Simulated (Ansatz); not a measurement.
Reactions of CH5F2NOSi, SMILES `NC(F)[SiH](O)F`.

Isolated molecules relaxed with PBE0-D4/def2-TZVP in Ansatz; ΔE leaves out vibrations. CBS: MP2 limit from def2 TZ/QZ plus the TZ coupled-cluster correction, frozen cores. This one scheme is used for every species. DFT in def2-TZVPP. Each species was taken in one conformer, which may not be the lowest.

```csv
reaction,CCSD(T)/CBS(def2) (kJ/mol)
`N[C@@H](F)[Si@@H](O)F` + `[OH][AlH2]` → `N[CH](F)[AlH][OH]` + `O[SiH2]F`,10
`N[C@@H](F)[Si@@H](O)F` + `N[Si](O)(F)F` → `O[SiH](F)N[Si](O)(F)F` + `NCF`,-104
`N[C@@H](F)[Si@@H](O)F` + `NBS` → `O[SiH](F)NBS` + `NCF`,-90
`N[C@@H](F)[Si@@H](O)F` + H₂S → `NC(F)S` + `O[SiH2]F`,?
`N[C@@H](F)[Si@@H](O)F` + `O[SiH2]F` → `O[SiH](F)O[SiH2]F` + `NCF`,?
`N[C@@H](F)[Si@@H](O)F` + H₂ → `O[SiH2]F` + `NCF`,-38
`N[C@@H](F)[Si@@H](O)F` + `C=C[SiH](O)[SiH2]O` → `C=C[Si@@H](O)[Si@@H](O)F` + `NC(F)[SiH2]O`,7
```

Fill in the missing values. (Estimate.)

The calculation gave: `N[C@@H](F)[Si@@H](O)F` + H₂S → `NC(F)S` + `O[SiH2]F`: +40.1 kJ/mol; `N[C@@H](F)[Si@@H](O)F` + `O[SiH2]F` → `O[SiH](F)O[SiH2]F` + `NCF`: -157.7 kJ/mol.

Largest T1 diagnostic: 0.013, for `N[CH](F)[AlH][OH]`.
